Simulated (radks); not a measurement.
Task: Ho IV, 64 electrons, occupied as [Xe] 4f9 5f1 (not the ground configuration). Method: non-relativistic Kohn-Sham, r2SCAN, spin-polarised, spherical densities, point nucleus; open shells are filled with parallel spins first (spin-orbit coupling, left out, can overturn this in heavy ions); meta-GGA in the generalised Kohn-Sham scheme; relativity is left out, which matters for an element this heavy; computed with a radial shooting solver on a logarithmic mesh with Libxc functionals. Some entries of the table are withheld. Estimate them.

| orbital | occ. | eigenvalue (eV) | <1/r> (bohr^-1) | r(max) (bohr) |
|---|---|---|---|---|
| 1s up | 1 | -51918.83 | 66.45 | 0.01501 |
| 1s down | 1 | -51918.83 | 66.45 | 0.01501 |
| 2s up | 1 | -8407.546 | 15.50 | 0.08204 |
| 2s down | 1 | -8407.510 | 15.50 | 0.08204 |
| 2p up | 3 | -8015.844 | 15.52 | 0.06385 |
| 2p down | 3 | -8015.813 | 15.52 | 0.06385 |
| 3s up | 1 | -1913.250 | 5.895 | 0.2273 |
| 3s down | 1 | -1909.506 | 5.902 | 0.2272 |
| 3p up | 3 | -1736.581 | 5.828 | 0.2150 |
| 3p down | 3 | -1733.163 | 5.835 | 0.2149 |
| 3d up | 5 | -1408.075 | 5.726 | 0.1714 |
| 3d down | 5 | -1405.613 | 5.733 | 0.1712 |
| 4s up | 1 | -414.0389 | 2.523 | 0.5162 |
| 4s down | 1 | -407.7186 | 2.519 | 0.5161 |
| 4p up | 3 | -342.7909 | 2.428 | 0.5201 |
| 4p down | 3 | -336.4430 | 2.423 | 0.5200 |
| 4d up | 5 | -215.2154 | 2.226 | 0.5233 |
| 4d down | 5 | -208.8484 | 2.219 | 0.5234 |
| 5s up | 1 | -83.8437 | 1.006 | 1.186 |
| 5s down | 1 | -81.7245 | 0.9856 | 1.199 |
| 5p up | 3 | -63.2121 | 0.9090 | 1.278 |
| 5p down | 3 | -61.5142 | 0.8910 | 1.294 |
| 4f up | 7 | (1) | 1.777 | 0.5058 |
| 4f down | 2 | (2) | 1.748 | 0.5083 |
| 5d up | 0 | -32.0955 | 0.6830 | 1.578 |
| 5d down | 0 | -30.6520 | 0.6840 | 1.597 |
| 6s up | 0 | (3) | 0.4135 | 2.838 |
| 6s down | 0 | (4) | 0.4215 | 2.836 |
| 5f up | 1 | -11.7980 | 0.2881 | 3.719 |

Result: 
(1) 4f up eigenvalue (eV): -56.3360
(2) 4f down eigenvalue (eV): -50.3361
(3) 6s up eigenvalue (eV): -25.3404
(4) 6s down eigenvalue (eV): -22.6843
